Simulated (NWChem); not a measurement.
Species: ZnF, doublet; SMILES [F][Zn]

```xyz
2

Zn     0.0000     0.0000    -0.4127
F      0.0000     0.0000     1.3758
```
Atoms are numbered in this order, from 1.

All runs: NWChem. Spin-unrestricted. Medium grid unless said otherwise, to which SCAN and Minnesota functionals are sensitive. Geometry: optimised at PBE0-D3(BJ)/def2-TZVP, spin-unrestricted. This spin state was assumed; another may lie lower. No stability test was run on the SCF state. B3LYP is NWChem's, with the RPA form of VWN correlation. Total energies of different functionals are on different scales.

```tsv
level	energy (Ha)	highest occupied level (eV)	lowest empty minus highest occupied level, either spin (eV)	dipole (D)	<S²>
B3LYP/def2-SVP	-1878.9296	-6.21	2.48	3.13	0.752
M06-2X/def2-SVP	-1878.8318	-7.30	3.62	3.35	0.752
MN15-L/def2-SVP	-1878.7468	-5.52	2.05	3.23	0.753
B3PW91/def2-SVP	-1878.8550	-6.27	2.96	3.20	0.752
PW6B95/def2-SVP	-1879.8865	-6.43	3.09	3.26	0.752
```
